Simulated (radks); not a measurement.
Results of a calculation; reference values are marked as such.
Ionisation of Pd+, [Kr] 4d9, to Pd2+, [Kr] 4d8, under several functionals. Dirac Kohn-Sham, spin-unpolarised, spherical densities, finite nucleus; open shells fill j = l - 1/2 first; a radial shooting solver on a logarithmic mesh with Libxc functionals. Known Delta-SCF values: PBEsol 20.588 eV; LDA (Slater exchange, Perdew-Wang correlation) 20.852 eV; BP86 20.697 eV. What does SOGGA give, and what is its highest occupied eigenvalue?

Answer. 20.478 eV by Delta-SCF; the 4d5/2 eigenvalue is -14.297 eV. NIST: 19.4 eV (semi-empirical).

Beside tabulated values, note that spin-unpolarised runs miss the spin-polarisation part of the exchange energy of open shells.
